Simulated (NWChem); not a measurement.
System: ZnSH, doublet; SMILES [SH][Zn]

The following NWChem deck was run.

```
start job
memory heap 200 mb stack 900 mb global 1100 mb
geometry units angstroms noautoz
  Zn    -0.002350     0.776007     0.000000
  S     -0.072557    -1.464294     0.000000
  H      1.271444    -1.624772     0.000000
end
basis spherical
  Zn library def2-svp
  S library def2-svp
  H library def2-svp
end
dft
  odft
  mult 2
  xc xpbe96 cpbe96
  iterations 150
end
tddft
  cis
  nroots 8
end
task tddft energy
```

In the optimisation the excess spin sits in a' (Cs, its own frame). All runs use the structure optimised with B3LYP/6-31G* (spherical d), spin-unrestricted. The spin multiplicity was typed, not searched, and may not be the lowest. No stability test was run on the SCF state.

Vertical excitations in the gas phase. Excited states of an open shell can be spin-contaminated.

### Question
Give the results of this calculation. (PBE/def2-SVP, spin-unrestricted, TDA.) Quantities: lowest excitation (eV); oscillator strength of that lowest state; lowest state with f > 0.02 (eV); oscillator strength of that bright state; lowest empty minus highest occupied level, either spin (eV).

### Answer
```
Quantity                                                     Result
-----------------------------------------------------------  ------
lowest excitation (eV)                                         1.78
oscillator strength of that lowest state                      0.002
lowest state with f > 0.02 (eV)                                3.98
oscillator strength of that bright state                      0.101
lowest empty minus highest occupied level, either spin (eV)    1.02
```
